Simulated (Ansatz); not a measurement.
Calculated with Ansatz (gas phase, PBE0-D4/def2-TZVP geometries, no zero-point term in ΔE). CCSD(T)/CBS is the MP2 limit (def2-TZVPP, def2-QZVPP) plus CCSD(T) − MP2 in def2-TZVPP, frozen cores. DFT in def2-TZVPP. Each species was taken in one conformer, which may not be the lowest.

Reaction (ligand exchange at the Si–N bond): `N=C(S)N[SiH2]F` + `O[SiH2][SiH3]` → `F[SiH2]O[SiH2][SiH3]` + `N=C(N)S`

```
             level  ΔE (kcal/mol)
            B2PLYP          -15.2
    MP2/def2-TZVPP          -14.1
SCS-MP2/def2-TZVPP          -14.9
   CCSD/def2-TZVPP          -15.1
```

Q: What does CCSD(T)/CBS give? (An estimate is asked.)

A: The calculation gave: -14.6 kcal/mol. The listed levels differ from it by -0.6, 0.5, -0.3, -0.5 kcal/mol.

Largest T1 diagnostic among the species: 0.014.

In def2-TZVPP, CCSD(T) changes the Hartree–Fock value by +3.7 kcal/mol (the triples alone add +0.6 kcal/mol) and MP2 by +4.1 kcal/mol. From PBE to PBE0 (25 % exact exchange), in def2-TZVPP and without D4, ΔE moves by −0.8 kcal/mol.
